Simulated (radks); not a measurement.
Values are calculated unless marked as measured or tabulated.
All-electron atom: the silicon ion Si3+ in [Ne] 3s1.

Level of theory: scalar-relativistic Kohn-Sham, B86b exchange with PBE correlation, spin-unpolarised, spherical densities, point nucleus (a radial shooting solver on a logarithmic mesh with Libxc functionals).

Energy parts (eV):
total: -7832.624
kinetic: 7853.838
electron-nucleus: -18299.772
Hartree: 3155.680
exchange-correlation: -542.371

Orbitals (lengths in bohr, moments of r in powers of bohr; <r^-3> diverges for s and p1/2):
[
 {"orbital": "1s", "occ.": "2", "eigenvalue (eV)": "-1824.452", "<r>": "0.1112", "<r^-3>": "-"},
 {"orbital": "2s", "occ.": "2", "eigenvalue (eV)": "-175.9803", "<r>": "0.5659", "<r^-3>": "-"},
 {"orbital": "2p", "occ.": "6", "eigenvalue (eV)": "-132.1082", "<r>": "0.5340", "<r^-3>": "48.76"},
 {"orbital": "3s", "occ.": "1", "eigenvalue (eV)": "-39.5521", "<r>": "1.844", "<r^-3>": "-"}
]

The highest occupied level is 3s at -39.552 eV. The density falls to 0.001 e/bohr^3 at r = 3.03 bohr. Summed over all electrons, <r^2> = 6.835 bohr^2, which gives a Langevin (diamagnetic) susceptibility term of -5.41 x 10^-6 cm^3/mol. For comparison, the ionisation energy in NIST's Atomic Spectra Database is 45.142 eV (measured). In exact Kohn-Sham theory the highest level is minus the ionisation energy, but local and semilocal functionals leave it too shallow, through self-interaction and a potential that decays too fast; potentials with the right tail come closer.

Beside tabulated values, note that spin-unpolarised runs miss the spin-polarisation part of the exchange energy of open shells.
